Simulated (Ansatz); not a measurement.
The same ligand exchange along the group Sc, Y.

Computed with Ansatz on PBE0-D4/def2-TZVP structures; ΔE is electronic, products minus reactants. CCSD(T)/CBS is the MP2 limit (def2-TZVPP, def2-QZVPP) plus CCSD(T) − MP2 in def2-TZVPP, frozen cores. This one scheme is used for every species. Functionals use def2-TZVPP. def2 core potentials past Kr. For Sc, Y outer-core shells are correlated without core-valence functions, which leaves a few kJ/mol of doubt a bond. Scalar relativity is left out up to krypton. Each species was taken in one conformer, which may not be the lowest.

```tsv
reaction	ωB97X-V (kcal/mol)	CCSD(T)/CBS(def2) (kcal/mol)
`[NH2][Sc]([NH2])[O][SiH3]` + HCl → `[NH2][Sc]([NH2])[Cl]` + `O[SiH3]`	-6.7	-5.2
`[NH2][Y]([NH2])[O][SiH3]` + HCl → `[NH2][Y]([NH2])[Cl]` + `O[SiH3]`	-9.5	-8.6
```

Largest T1 diagnostic: 0.014, for `[NH2][Sc]([NH2])[O][SiH3]`.
